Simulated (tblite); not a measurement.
Compound: C7H8NO (doublet state).
SMILES with atom numbers: `[C:1]#[C:2][C:3](=[O:4])[NH:5][CH2:6][CH:7]1[CH2:8][CH2:9]1` (hydrogens: H10 on N5; H11, H12 on C6; H13 on C7; H14, H15 on C8; H16, H17 on C9)

Geometry (GFN2-xTB, Å), atoms numbered from 1 in this order:
```xyz
17
C7H8NO angstrom
C      4.278    1.267    0.461
C      3.312    0.769   -0.046
C      2.112    0.153   -0.613
O      1.888    0.180   -1.800
N      1.358   -0.428    0.332
C      0.070   -1.030    0.041
C     -1.065   -0.205    0.601
C     -2.395   -0.209   -0.094
C     -1.527    1.009   -0.149
H      1.636   -0.343    1.298
H      0.054   -2.041    0.462
H     -0.011   -1.096   -1.046
H     -1.073   -0.152    1.684
H     -3.286   -0.183    0.514
H     -2.497   -0.803   -0.989
H     -1.822    1.881    0.415
H     -1.037    1.241   -1.082
```

Level: GFN2-xTB in tblite, geometry and Hessian alike; calculated harmonic values, unscaled, isolated species. This tight-binding method is rough: wavenumbers can miss measured ones by several per cent, in bad cases by 10 to 20. One conformer, not necessarily the lowest. Open shells enter through the occupations alone, without spin polarisation, and single modes of such species can be off by tens of per cent.

Harmonic wavenumbers (cm⁻¹): 33.7, 42.5, 72.7, 135.8, 197.7, 235.4, 276.5, 346.2, 393.8, 481.0, 524.7, 546.5, 627.8, 796.5, 829.5, 863.2, 880.0, 939.6, 998.2, 1033.9, 1067.6, 1075.3, 1079.6, 1100.5, 1144.1, 1153.3, 1188.7, 1215.8, 1253.3, 1309.1, 1387.3, 1406.8, 1436.5, 1445.8, 1490.4, 1728.3, 2240.9, 2930.1, 2992.4, 3040.7, 3094.9, 3095.9, 3099.1, 3116.9, 3450.4.

A = 4088, B = 828.2, C = 809.4 MHz; mass 122.061 u (most abundant isotopes); point group C1, symmetry number 1; spin multiplicity 2.

What is the zero-point energy?

½Σν̃ = 28899 cm⁻¹ = 345.72 kJ/mol.

What is S at 200 K and 1 bar for an ideal gas of classical rigid rotors and harmonic oscillators?

Translation 160.48, rotation 116.99, vibration 84.68, spin (R ln 2) 5.76: S = 367.9 J/(mol K).

And Cp and H(200 K) − H(0)?

Cp = 111.07 J/(mol K), of which vibrations give 77.81 (their classical limit is 45 R = 374.2); H(200 K) − H(0) = 15.08 kJ/mol without the zero-point energy, 8.43 from vibrations.

What must be added to the electronic energy to get the Gibbs energy at 200 K and 1 bar?

ZPE + [H(200 K) − H(0)] − T·S = 345.72 + 15.08 − 73.58 = 287.22 kJ/mol.

Blend soft modes into free rotors: weight 1/[1 + (100 cm⁻¹/ν̃)⁴] for the oscillator and the rest for a rotor with moment μB/(μ + B), μ = h/(8π²ν), B = 10⁻⁴⁴ kg m². What vibrational entropy results?

73.77 J/(mol K) in place of 84.68, which changes −T·S at 200 K by +2.18 kJ/mol.

Hindered rotation and anharmonicity are outside this model. Other conformers, if any are populated, would add a mixing term that is left out. The structure is chiral; the term R ln 2 for an equal mix with its mirror image is left out.

The run took 0.62 s on one thread of an AMD EPYC 7B13 (shared host). This covers the Hessian and the dipole derivatives.
